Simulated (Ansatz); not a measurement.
`CO[Si](N)(O)O` and `N[Si](N)(O)O` differ in one atom or group.

Ansatz, PBE0-D4/def2-TZVP geometries, multiplicity 1. Each molecule was computed in one conformer, which needn't be the lowest.

```json
{"property": "size of the dipole moment (B3LYP/def2-TZVPP) / D", "`CO[Si](N)(O)O`": "1.43"}
{"property": "size of the dipole moment (PBE/def2-TZVPP) / D", "`CO[Si](N)(O)O`": "1.35"}
{"property": "HOMO energy (B3LYP/def2-TZVPP) / eV", "`CO[Si](N)(O)O`": "-7.26"}
{"property": "HOMO–LUMO gap (B3LYP/def2-TZVPP) / eV", "`CO[Si](N)(O)O`": "7.55"}
{"property": "size of the dipole moment (ωB97M-V/def2-TZVPP) / D", "`CO[Si](N)(O)O`": "1.43"}
{"property": "HOMO–LUMO gap (ωB97M-V/def2-TZVPP) / eV", "`CO[Si](N)(O)O`": "12.01"}
```

**Question.** Give the same properties after the change, and the shifts. (Estimate.)

**Answer.** Computed: 
| property | `N[Si](N)(O)O` | shift |
| --- | --- | --- |
| size of the dipole moment (B3LYP/def2-TZVPP) / D | 0.29 | -1.14 |
| size of the dipole moment (PBE/def2-TZVPP) / D | 0.31 | -1.04 |
| HOMO energy (B3LYP/def2-TZVPP) / eV | -6.88 | 0.38 |
| HOMO–LUMO gap (B3LYP/def2-TZVPP) / eV | 7.26 | -0.29 |
| size of the dipole moment (ωB97M-V/def2-TZVPP) / D | 0.28 | -1.15 |
| HOMO–LUMO gap (ωB97M-V/def2-TZVPP) / eV | 11.70 | -0.31 |

With PBE0 the HOMO rises by 0.38 eV and the LUMO rises by 0.09 eV, so the gap narrows by about 0.29 eV. PBE moves the HOMO by 0.36 eV and ωB97M-V by 0.38 eV. Dipoles are sizes alone; their direction can turn.

B3LYP here is the variant with VWN-RPA as its local correlation; programs differ in this.
